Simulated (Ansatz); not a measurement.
C2H8Cl2Ga2 (`[CH3][Ga@H-]1[Cl+][Ga@H-]([CH3])[Cl+]1`), relaxed with RKS PBE0-D4/def2-TZVP in Ansatz 0.2.0 from a GFN2-xTB geometry. The force threshold is 0.005 eV/Å; the program also tests the step.

Charge 0, multiplicity 1.

Start:

```xyz
14

C     2.986   -0.986    0.251
Ga    1.316   -0.170    1.022
Cl    0.513    1.438   -0.425
Ga   -1.317    0.160   -1.012
C    -2.986    0.992   -0.258
Cl   -0.518   -1.446    0.440
H     3.286   -1.899    0.772
H     2.793   -1.244   -0.797
H     3.834   -0.296    0.276
H     0.950    0.380    2.432
H    -0.946   -0.400   -2.417
H    -3.270    1.905   -0.788
H    -2.799    1.255    0.789
H    -3.842    0.312   -0.286
```

**Question.** By how much does the energy fall, and how many steps does the optimiser take? (An estimate is asked.)

**Answer.** Ansatz gave: 0.16 eV, in 6 steps.

**Question.** Which bonds change most? (Estimate.)

**Answer.** The calculation gave: Ga2–Cl3 from 2.308 to 2.374 Å; Ga4–Cl6 from 2.308 to 2.374 Å; Cl3–Ga4 from 2.308 to 2.374 Å; Ga2–Cl6 from 2.308 to 2.374 Å.

**Question.** Give the relaxed structure. (Estimate.)

**Answer.** Computed: 
```xyz
14

C     2.878   -0.956    0.236
Ga    1.300   -0.147    1.050
Cl    0.543    1.526   -0.455
Ga   -1.297    0.147   -1.046
C    -2.880    0.955   -0.240
Cl   -0.545   -1.522    0.466
H     3.155   -1.869    0.766
H     2.674   -1.203   -0.806
H     3.723   -0.265    0.274
H     0.965    0.402    2.467
H    -0.955   -0.403   -2.460
H    -3.154    1.869   -0.772
H    -2.682    1.203    0.803
H    -3.725    0.264   -0.283
```
